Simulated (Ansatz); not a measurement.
Basis-set series for C₁₂H₁₂O₂Zr, SMILES `[OH][Zr]([OH])([c]1ccccc1)[c]1ccccc1`. Total charge 0; spin multiplicity 1. Zr takes the def2 core potential. All single points use the PBE0-D4/def2-TZVP geometry. It is one conformer, not always the lowest.

| functional | basis | functions | energy (Eh) | HOMO (eV) | LUMO (eV) |
| --- | --- | --- | --- | --- | --- |
| PBE0-D4 | def2-TZVPP | 658 | -661.66745 | -6.89 | -1.36 |
| PBE0-D4 | def2-QZVPP | 1239 | -661.70254 | -6.91 | -1.39 |
| ωB97M-V | def2-TZVPP | 658 | -662.06202 | -8.92 | 0.54 |
| ωB97M-V | def2-QZVPP | 1239 | -662.09460 | -8.94 | 0.39 |

Task: Give the rows for def2-SVP. (Best estimate.)

Result: Ansatz gave: 
```
functional     basis  functions  energy (Eh)  HOMO (eV)  LUMO (eV)
   PBE0-D4  def2-SVP        287   -660.98290      -6.84      -1.24
   ωB97M-V  def2-SVP        287   -661.35270      -8.87       0.69
```

Positive LUMOs are unbound and depend on the basis.
